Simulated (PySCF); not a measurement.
Mayer bond orders and bond lengths

Species: C8H9OPSi.
Numbering: `[CH2:1]=[CH:2][c:3]1[cH:4][p:5][c:6]([CH:7]=[O:8])[c:9]([SiH3:10])[cH:11]1` (hydrogens: H12, H13 on C1; H14 on C2; H15 on C4; H16 on C7; H17, H18, H19 on Si10; H20 on C11)

Structure used (GFN2-xTB), in Å, numbered top down from 1:
```xyz
20
C8H9OPSi angstrom
C      3.3581    0.1298    0.8397
C      2.7742   -0.4121   -0.2220
C      1.3326   -0.5189   -0.4407
C      0.8911   -1.5107   -1.3115
P     -0.7508   -1.8657   -1.7089
C     -1.5523   -0.6534   -0.7302
C     -2.9912   -0.6221   -0.7637
O     -3.6542    0.1726   -0.1249
C     -0.9282    0.3000    0.0811
Si    -2.0425    1.5236    1.0235
C      0.4454    0.3522    0.2014
H      2.7988    0.5552    1.6557
H      4.4301    0.1527    0.9368
H      3.3885   -0.8596   -0.9942
H      1.6402   -2.1371   -1.7833
H     -3.4825   -1.3703   -1.4087
H     -2.7787    0.8542    2.0895
H     -2.7206    2.4393    0.1139
H     -1.0257    2.3522    1.7184
H      0.8626    1.1287    0.8250
```

Bond orders from the PBE0/pcSseg-1 density (PySCF). Geometry: GFN2-xTB, one conformer, isolated molecule.

**Question.** Where do the orders between heavy atoms depart from those drawn in the SMILES?

**Answer.** The largest departure is 0.262, at P5–C6 (drawn aromatic, 1.238), counting aromatic bonds as 1.5. Drawn single, order below 0.88: C9–Si10 (0.812). The bonds drawn aromatic range from 1.24 to 1.53.

**Question.** Set the Mayer orders of the bonds between heavy atoms beside their lengths.

**Answer.** 
```json
{"bond": "C1–C2", "drawn as": "double", "length (Å)": "1.327", "Mayer order": "1.943"}
{"bond": "C2–C3", "drawn as": "single", "length (Å)": "1.462", "Mayer order": "1.087"}
{"bond": "C3–C4", "drawn as": "aromatic", "length (Å)": "1.392", "Mayer order": "1.411"}
{"bond": "C4–P5", "drawn as": "aromatic", "length (Å)": "1.726", "Mayer order": "1.344"}
{"bond": "P5–C6", "drawn as": "aromatic", "length (Å)": "1.752", "Mayer order": "1.238"}
{"bond": "C6–C7", "drawn as": "single", "length (Å)": "1.440", "Mayer order": "1.102"}
{"bond": "C7–O8", "drawn as": "double", "length (Å)": "1.216", "Mayer order": "1.816"}
{"bond": "C6–C9", "drawn as": "aromatic", "length (Å)": "1.399", "Mayer order": "1.266"}
{"bond": "C9–Si10", "drawn as": "single", "length (Å)": "1.904", "Mayer order": "0.812"}
{"bond": "C9–C11", "drawn as": "aromatic", "length (Å)": "1.380", "Mayer order": "1.532"}
{"bond": "C11–C3", "drawn as": "aromatic", "length (Å)": "1.399", "Mayer order": "1.323"}
```

By pair of heavy elements: C–C: lowest C2–C3 (1.087, 1.462 Å), highest C1–C2 (1.943, 1.327 Å). C–P: lowest P5–C6 (1.238, 1.752 Å), highest C4–P5 (1.344, 1.726 Å).

**Question.** And the bonds to hydrogen?

**Answer.** C–H: 0.93 to 0.95 (6 bonds); H–Si: 0.88 to 0.94 (3 bonds).

**Question.** Sum the orders of all bonds at each heavy atom with more than one neighbour and set the sums beside the valence in the SMILES.

**Answer.** C1 3.828 (drawn 4), C2 3.976 (drawn 4), C3 3.821 (drawn 4), C4 3.686 (drawn 4), P5 2.582 (drawn 3), C6 3.606 (drawn 4), C7 3.869 (drawn 4), C9 3.610 (drawn 4), Si10 3.574 (drawn 4), C11 3.795 (drawn 4). Orders between atoms that aren't bonded are not in these sums.

For a closed shell the Mayer order of atoms A and B is Σ (PS)μν (PS)νμ over the basis functions μ on A and ν on B, with P the density and S the overlap matrix.
